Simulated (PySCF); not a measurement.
CH₇ClO₂Si₂, SMILES C([SiH2]O[SiH2]Cl)O.

Coordinates come from a PBE-D3(BJ)/def2-SVP optimisation. The structure was generated by enumeration, and PubChem lists no compound with its InChIKey, so it may never have been made. Other conformers were not sampled.

Calculation: PBE-D3(BJ)/def2-SVP (PySCF).

Frequencies are harmonic and unscaled.

```
mode  ν (cm⁻¹)  IR (km/mol)    moving atoms (share of kinetic energy)
----  --------  -----------  ----------------------------------------
1           46          5.1          O 31 %, Si 29 %, Cl 18 %, H 16 %
2           78          9.8  O 28 %, Si 24 %, Cl 20 %, H 18 %, C 10 %
3          114          1.8  O 27 %, H 25 %, C 20 %, Si 14 %, Cl 14 %
4          145          4.4          O 53 %, Si 19 %, H 14 %, Cl 13 %
5          160          3.4                   O 49 %, H 24 %, Cl 18 %
6          243          2.0          O 44 %, Si 21 %, Cl 14 %, H 13 %
7          320         19.7                   O 45 %, H 26 %, Si 17 %
8          433        138.9                                    H 86 %
9          497         35.5                  Si 49 %, Cl 36 %, H 11 %
10         540         19.1                           H 63 %, Si 25 %
11         584         11.6            Si 45 %, H 33 %, O 10 %, C 9 %
12         625         28.9                   H 65 %, Si 20 %, O 12 %
13         644          6.1                   H 50 %, C 33 %, Si 16 %
14         699          5.1                                    H 92 %
15         718         38.4                            H 80 %, O 12 %
16         771         26.8                   H 60 %, C 27 %, Si 12 %
17         848        261.6                           H 81 %, Si 13 %
18         898        322.2                           H 82 %, Si 14 %
19         916        166.8                                    H 94 %
20         942         20.9                           H 88 %, Si 10 %
21        1018         17.5                     O 50 %, C 39 %, H 8 %
22        1049        401.8                           O 71 %, Si 16 %
23        1124          9.7                                    H 98 %
24        1239          7.3                            H 76 %, C 22 %
25        1342         12.5                             H 83 %, C 9 %
26        1383          4.7                                    H 93 %
27        2166        134.9                                    H 98 %
28        2175        114.8                                    H 96 %
29        2204         82.3                                    H 97 %
30        2224        116.3                                    H 96 %
31        2937         27.8                                    H 95 %
32        2997         17.2                            H 90 %, C 10 %
33        3628        181.3                                    H 94 %
```
